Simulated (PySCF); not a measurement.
Input for PySCF: R-B3LYP/6-31G* on HCl (SMILES Cl) with ghost functions.

```python
from pyscf import gto, scf, dft, mp
from pyscf.data.elements import chemcore

mol = gto.M(
    atom='''
    Cl   -0.16304302    0.37938654   -0.10163354
    H     0.96354067   -0.22873307   -0.19614664
    ghost-Cl    0.37861971    0.13707633    3.59988699
    ghost-H    0.00556991    0.32240905    2.38102739
    ''',
    basis='6-31g*',
    cart=True,
    charge=0, spin=0, verbose=3, max_memory=1800)
mf = dft.RKS(mol, xc='b3lyp')
mf.conv_tol = 1e-8
mf.max_cycle = 100
mf.kernel()
if not mf.converged:
    mf = mf.newton().run(mf.mo_coeff, mf.mo_occ)
```

Output:

```
converged SCF energy = -460.795961864118
```

The calculation finished and met its thresholds.

Cost: roughly 1.2 core-seconds.
